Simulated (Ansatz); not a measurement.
Consider the ligand exchange at the Si–O bond: `B[SiH2]OC` + HBr → `B[SiH2]Br` + CH₃OH.

Isolated molecules relaxed with PBE0-D4/def2-TZVP in Ansatz; ΔE leaves out vibrations. CCSD(T)/CBS adds triple-zeta CCSD(T) − MP2 to the extrapolated MP2 energy (def2 sets, frozen cores). This one scheme is used for every species. DFT in def2-TZVPP. B3LYP here is the variant with VWN-RPA as its local correlation; programs differ in this. HSE06 is defined as in plane-wave codes. For Br outer-core shells are correlated without core-valence functions, which leaves a few kJ/mol of doubt a bond. Scalar relativity is left out up to krypton. One conformer a species, not always the lowest.

Is it downhill or uphill in electronic energy at CCSD(T)/CBS, and by how much? (Best estimate.)

The calculation gave: Downhill: ΔE = -2.1 kcal/mol.

What do these levels give: PBE-D4, BLYP-D4, r2SCAN-D4, B97M-V, B3LYP-D4, HSE06-D4, ωB97X-V, r2SCANh, BHLYP, HF/def2-SVP, CCSD/def2-TZVPP, CCSD/CBS(def2)? (An estimate is asked.)

Computed: PBE-D4 -3.1, BLYP-D4 -0.3, r2SCAN-D4 -1.8, B97M-V -0.2, B3LYP-D4 -0.7, HSE06-D4 -3.5, ωB97X-V -1.5, r2SCANh -2.2, BHLYP -0.9, HF/def2-SVP -2.0, CCSD/def2-TZVPP -0.7, CCSD/CBS(def2) -2.0 kcal/mol.

What do rigid-rotor, harmonic-oscillator terms from PBE0-D4/def2-TZVP frequencies (298.15 K, 1 bar) make of the CCSD(T)/CBS value? (Estimate.)

Computed: ΔZPE = +2.5 kcal/mol, ΔH = 0.0 kcal/mol, ΔS = 19 J/(mol·K), ΔG = -1.3 kcal/mol.

Largest T1 diagnostic among the species: 0.011.

At CCSD(T), def2-SVP lies +1.5 kcal/mol from the extrapolated value and def2-TZVPP +1.3 kcal/mol. Leaving LDA and LC-ωPBE aside and taking each functional with its dispersion term where it has one, the values, not all of them listed here, spread over 3.9 kcal/mol, from HSE06-D4 to CAM-B3LYP-D4. LDA lies +2.3 kcal/mol from PBE without D4.
